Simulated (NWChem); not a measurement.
All runs are NWChem calculations. System: C3H7Si, charge 1, spin multiplicity 1, at the geometry of a parent with another charge or spin, in a state set for the comparison that need not be this species' ground state. Level: RHF/def2-TZVP.

Output (cleaned and shortened):

```
             Northwest Computational Chemistry Package (NWChem) 7.3.0
             --------------------------------------------------------

                                NWChem Input Module
                                -------------------

 Scaling coordinates for geometry "geometry" by  1.889725989
 (inverse scale =  0.529177249)

 Turning off AUTOSYM since
 SYMMETRY directive was detected!

                             Geometry "geometry" -> ""
                             -------------------------

 Output coordinates in angstroms (scale by  1.889725989 to convert to a.u.)

  No.       Tag          Charge          X              Y              Z
 ---- ---------------- ---------- -------------- -------------- --------------
    1 C                    6.0000    -1.13611500     0.54804600     0.00000000
    2 C                    6.0000    -0.99917100    -0.95888600     0.00000000
    3 C                    6.0000     0.56432400    -1.10842300     0.00000000
    4 Si                  14.0000     0.70653700     0.80275300     0.00000000
    5 H                    1.0000    -2.08285100     1.09583000     0.00000000
    6 H                    1.0000    -1.47688200    -1.43430600    -0.88113800
    7 H                    1.0000    -1.47688200    -1.43430600     0.88113800
    8 H                    1.0000     0.95897800    -1.62201000     0.88975100
    9 H                    1.0000     0.95897800    -1.62201000    -0.88975100
   10 H                    1.0000     1.32645700     1.44692300     1.20213300
   11 H                    1.0000     1.32645700     1.44692300    -1.20213300

 Effective nuclear repulsion energy (a.u.)     157.8205160883

            Nuclear Dipole moment (a.u.)
            ----------------------------
        X                 Y               Z
 ---------------- ---------------- ----------------
     0.0000018897     0.0000151178     0.0000000000

      Symmetry information
      --------------------

 Group name             Cs
 Group number              2
 Group order               2
 No. of unique centers     8

      Symmetry unique atoms

     1    2    3    4    5    6    8   10


 Summary of "ao basis" -> "" (spherical)
 ------------------------------------------------------------------------------
       Tag                 Description            Shells   Functions and Types
 ---------------- ------------------------------  ------  ---------------------
 *                         def2-tzvp                  on all atoms
[...]
              MO Center=  1.0D+00,  8.9D-01, -2.8D-14, r^2= 2.9D+00
   Bfn.  Coefficient  Atom+Function         Bfn.  Coefficient  Atom+Function
  ----- ------------  ---------------      ----- ------------  ---------------
   110      0.317865   4 Si pz              162      0.211770  10 H  s
   168     -0.211770  11 H  s

 Vector   19  Occ=2.000000D+00  E=-6.102238D-01  Symmetry=a'
              MO Center=  4.8D-01, -3.6D-01,  2.2D-14, r^2= 2.6D+00
   Bfn.  Coefficient  Atom+Function         Bfn.  Coefficient  Atom+Function
  ----- ------------  ---------------      ----- ------------  ---------------
   109      0.277917   4 Si py               72     -0.252329   3 C  py
    69     -0.250790   3 C  py

 Vector   20  Occ=0.000000D+00  E=-2.232042D-01  Symmetry=a"
              MO Center= -9.3D-01,  4.5D-01, -2.1D-15, r^2= 2.4D+00
   Bfn.  Coefficient  Atom+Function         Bfn.  Coefficient  Atom+Function
  ----- ------------  ---------------      ----- ------------  ---------------
    14      0.435564   1 C  pz               11      0.344821   1 C  pz
     8      0.318589   1 C  pz

 Vector   21  Occ=0.000000D+00  E=-6.420009D-02  Symmetry=a'
              MO Center=  6.5D-01,  1.1D+00, -1.1D-15, r^2= 5.9D+00
   Bfn.  Coefficient  Atom+Function         Bfn.  Coefficient  Atom+Function
  ----- ------------  ---------------      ----- ------------  ---------------
    67      1.970348   3 C  s                 5     -1.472400   1 C  s
   111     -1.128369   4 Si px              112      0.992194   4 Si py
    36     -0.483311   2 C  s               133      0.474041   5 H  s
    75      0.391523   3 C  py               12     -0.311824   1 C  px
     4     -0.278027   1 C  s               151     -0.271813   8 H  s

 Vector   22  Occ=0.000000D+00  E=-4.165584D-02  Symmetry=a'
              MO Center= -3.2D-01, -2.1D-01, -1.1D-14, r^2= 8.2D+00
   Bfn.  Coefficient  Atom+Function         Bfn.  Coefficient  Atom+Function
  ----- ------------  ---------------      ----- ------------  ---------------
    36      3.760245   2 C  s                67      1.424199   3 C  s
   139     -1.299558   6 H  s               145     -1.299558   7 H  s
    98     -1.280332   4 Si s               112      1.244773   4 Si py
   111      1.107108   4 Si px               13      0.776381   1 C  py
   151     -0.554918   8 H  s               157     -0.554918   9 H  s

 center of mass
 --------------
 x =   0.01186013 y =   0.05554486 z =   0.00000000

 moments of inertia (a.u.)
 ------------------
         243.909779509039         -53.839917488145           0.000000000000
         -53.839917488145         233.891467472038           0.000000000000
           0.000000000000           0.000000000000         434.423343981190

  Mulliken analysis of the total density
  --------------------------------------

    Atom       Charge   Shell Charges
 -----------   ------   -------------------------------------------------------
    1 C    6     5.95   0.86  1.12  0.55  0.81  0.05  1.07  1.22  0.20  0.01  0.06  0.00
    2 C    6     6.22   0.85  1.12  0.47  0.69  0.04  1.23  1.39  0.31  0.02  0.07  0.01
    3 C    6     6.43   0.85  1.12  0.46  0.72  0.08  1.23  1.49  0.41  0.02  0.05  0.00
    4 Si  14    13.58   2.00  0.58  1.39  0.81  0.47  4.12  1.73  0.53  1.36  0.24  0.15  0.17  0.04
    5 H    1     0.76   0.25  0.44  0.04  0.02
    6 H    1     0.78   0.25  0.45  0.05  0.02
    7 H    1     0.78   0.25  0.45  0.05  0.02
    8 H    1     0.82   0.26  0.48  0.06  0.02
    9 H    1     0.82   0.26  0.48  0.06  0.02
   10 H    1     0.93   0.23  0.54  0.15  0.01
   11 H    1     0.93   0.23  0.54  0.15  0.01

       Multipole analysis of the density wrt the origin
       ------------------------------------------------

     L   x y z        total         open         nuclear
     -   - - -        -----         ----         -------
     0   0 0 0      1.000000      0.000000     39.000000

     1   1 0 0     -1.191530      0.000000      0.000002
     1   0 1 0      0.279026      0.000000      0.000015
     1   0 0 1     -0.000000      0.000000      0.000000

     2   2 0 0    -15.910906      0.000000    131.032977
     2   1 1 0     -0.242434      0.000000     31.717635
     2   1 0 1     -0.000000      0.000000      0.000000
     2   0 2 0    -18.352139      0.000000    137.402410
     2   0 1 1     -0.000000      0.000000      0.000000
     2   0 0 2    -21.215076      0.000000     21.520553

 Task  times  cpu:       44.9s     wall:       44.9s

 Total times  cpu:       44.9s     wall:       44.9s
```

### Question
Write an NWChem input that would produce this output.

### Answer
This is not unique; one that fits is 
```
start mol
memory heap 200 mb stack 900 mb global 1100 mb
charge 1
geometry units angstroms nocenter noautoz
  C     -1.136115     0.548046     0.000000
  C     -0.999171    -0.958886     0.000000
  C      0.564324    -1.108423     0.000000
  Si     0.706537     0.802753     0.000000
  H     -2.082851     1.095830     0.000000
  H     -1.476882    -1.434306    -0.881138
  H     -1.476882    -1.434306     0.881138
  H      0.958978    -1.622010     0.889751
  H      0.958978    -1.622010    -0.889751
  H      1.326457     1.446923     1.202133
  H      1.326457     1.446923    -1.202133
  symmetry group Cs
end
basis spherical
  * library def2-tzvp
end
scf
  rhf
  nopen 0
  maxiter 100
  thresh 1e-7
  semidirect memsize 60000000 filesize 0
end
task scf energy
```
